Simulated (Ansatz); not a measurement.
Geometry optimisation, Ansatz 0.2.0, RKS BHLYP-D4/STO-3G.

Input file:

```yaml
crystal:
  periodic: [false, false, false]
  atoms:
    - { symbol: "N", position_ang: [-0.8206, 0.8662, -1.6618] }
    - { symbol: Al, position_ang: [0.3405, 0.1339, -0.4185] }
    - { symbol: O, position_ang: [2.1016, 0.0467, -0.8208] }
    - { symbol: Si, position_ang: [-0.3874, -0.6925, 1.6306] }
    - { symbol: H, position_ang: [-0.2929, 1.2507, -2.4918] }
    - { symbol: H, position_ang: [-1.2871, 1.7651, -1.2128] }
    - { symbol: H, position_ang: [2.2701, -0.8254, -1.2577] }
    - { symbol: H, position_ang: [-0.1101, -2.1196, 1.7255] }
    - { symbol: H, position_ang: [-1.9139, -0.4947, 1.7432] }
    - { symbol: H, position_ang: [0.183, 0.0184, 2.7671] }
basis:
  gaussian: { orbitals: STO-3G }
hamiltonian:
  xc: { name: BHLYP }
  dispersion: d4
relax:
  f_tol: 0.015
  max_steps: 40
output:
  orbitals: {}
```

Launched with:

```bash
$ ansatz run input.yaml --threads 1 --pin off --max-ram 2048MiB --backend cpu --events-out ev --progress --plain --runs-dir out
```

Question: Where does it end, and by what steps?

Answer: The forces met the threshold. Limits of this set-up: minimal basis. After 10 steps the energy has fallen by 1.066 eV; H7 moved furthest, 0.64 Å.

| step | energy less start (eV) | largest force component (eV/Å) | accepted |
| --- | --- | --- | --- |
| 0 | 0.0000 | 2.757 | yes |
| 1 | -0.5442 | 1.282 | yes |
| 2 | -0.6524 | 1.764 | yes |
| 3 | -0.8523 | 1.004 | yes |
| 4 | -0.9796 | 0.943 | yes |
| 5 | -0.9774 | 1.244 | no |
| 6 | -1.0446 | 0.705 | yes |
| 7 | -1.0608 | 0.227 | yes |
| 8 | -1.0638 | 0.055 | yes |
| 9 | -1.0662 | 0.031 | yes |
| 10 | -1.0664 | 0.007 | yes |

```xyz
10
Properties=species:S:1:pos:R:3
N -0.599 1.165 -1.476
Al 0.357 0.104 -0.521
O 1.842 -0.271 -1.235
Si -0.371 -0.663 1.498
H -0.323 1.546 -2.388
H -1.532 1.515 -1.237
H 2.341 -0.892 -0.625
H -0.023 -2.036 1.731
H -1.794 -0.585 1.655
H 0.186 0.066 2.601
```

Whether the end is a true minimum wasn't checked by a vibrational analysis.

Run time: 74 s on 1 thread of AMD EPYC (Zen 3) (shared host), peak memory 0.15 GiB.
